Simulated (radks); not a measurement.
Ag4+, configuration [Ar] 3d10 4s1.5 4p6 4d7.5 (fractional occupations, a model configuration). Method: scalar-relativistic Kohn-Sham, BLYP, spin-unpolarised, spherical densities, finite nucleus; Fermi nuclear charge, rms radius 4.5454 fm; computed with a radial shooting solver on a logarithmic mesh with Libxc functionals.

Local quantities along the radius. ELF = 1/(1 + alpha^2) is the electron localisation function; alpha = (tau - tau_W)/tau_unif compares the Pauli kinetic energy density with that of the uniform gas; r v_xc is r times the local exchange-correlation potential (hartree bohr). tau is taken from the large components.

r (bohr)    ELF    alpha   r v_xc
0.002666  0.999  0.02473  -0.1525
0.003055  0.999  0.02577  -0.1658
0.003472  0.999  0.02703  -0.1798
0.003946  0.999  0.02861  -0.1953
0.004521  0.999  0.03073  -0.2134
0.005138  0.999  0.03325  -0.2321
0.005886  0.999  0.03666  -0.2536
0.00669   0.998  0.04077  -0.2753
0.007604  0.998  0.04605  -0.2985
0.008711  0.997  0.05343  -0.3243
0.009901  0.996  0.06268  -0.3496
0.01125   0.994  0.07514  -0.3755
0.01289   0.991  0.09351  -0.4030
0.01465   0.986   0.1180  -0.4284
0.01665   0.977   0.1531  -0.4525
0.01908   0.958   0.2084  -0.4760
0.02169   0.924   0.2867  -0.4954
0.02465   0.860   0.4033  -0.5116
0.02824   0.744   0.5870  -0.5253
0.03209   0.594   0.8272  -0.5354
0.03648   0.446    1.115  -0.5441
0.04179   0.343    1.385  -0.5551
0.0475    0.314    1.479  -0.5729
0.05398   0.350    1.362  -0.6077
0.06185   0.454    1.097  -0.6672
0.07029   0.581   0.8494  -0.7336
0.08053   0.694   0.6646  -0.7995
0.09153   0.751   0.5758  -0.8484
0.104     0.756   0.5675  -0.8801
0.1192    0.697   0.6599  -0.8934
0.1355    0.567   0.8730  -0.8892
0.154     0.408    1.205  -0.8772
0.1764    0.310    1.492  -0.8737
0.2005    0.333    1.415  -0.9112
0.2278    0.460    1.083   -1.002
0.261     0.631   0.7650   -1.106
0.2967    0.736   0.5992   -1.171
0.3372    0.772   0.5441   -1.190
0.3863    0.734   0.6021   -1.158
0.4391    0.590   0.8331   -1.085
0.499     0.343    1.383  -0.9961
0.5717    0.187    2.083  -0.9190
0.6498    0.229    1.833  -0.9197
0.7385    0.451    1.104   -1.040
0.8461    0.675   0.6946   -1.142
0.9616    0.745   0.5847   -1.172
1.102     0.730   0.6088   -1.149
1.252     0.656   0.7238   -1.085
1.423     0.530   0.9408  -0.9907
1.63      0.359    1.337  -0.8704
1.853     0.205    1.968  -0.7523
2.106     0.097    3.049  -0.6455
2.413     0.036    5.181  -0.5649
2.743     0.012    9.229  -0.5316
3.117     0.003    18.22  -0.4986
3.571     0.001    43.60  -0.3502
4.059     0.000    117.4  -0.2150

On this mesh the ELF has minima near r = 0.047, 0.18, 0.57 bohr, which separate the shells, and maxima near 0.10 (0.76), 0.34 (0.77), 0.96 (0.75).
